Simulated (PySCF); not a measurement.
A structure optimised at B3LYP-D3(BJ)/def2-SVP, used in a PySCF frequency run:

```xyz
10

N      2.7495    -0.2764    -0.1699
C      1.6610    -0.2419     0.2279
C      0.2909    -0.2049     0.6973
C     -0.6641    -1.3424     0.2314
O     -1.5941    -0.4315    -0.4332
B     -0.8059     0.6267    -0.1264
F     -1.0060     1.8826    -0.4430
H      0.2577    -0.0255     1.7835
H     -0.2254    -2.0437    -0.4918
H     -1.1687    -1.8850     1.0432
```
Charge 0, spin multiplicity 1.

Q: Write its SMILES and formula.

A: N#C[C@@H]1COB1F, C₃H₃BFNO

Q: What are its rotational constants (standard atomic weights)?

A: 4.4839, 2.1090, 1.5567 GHz
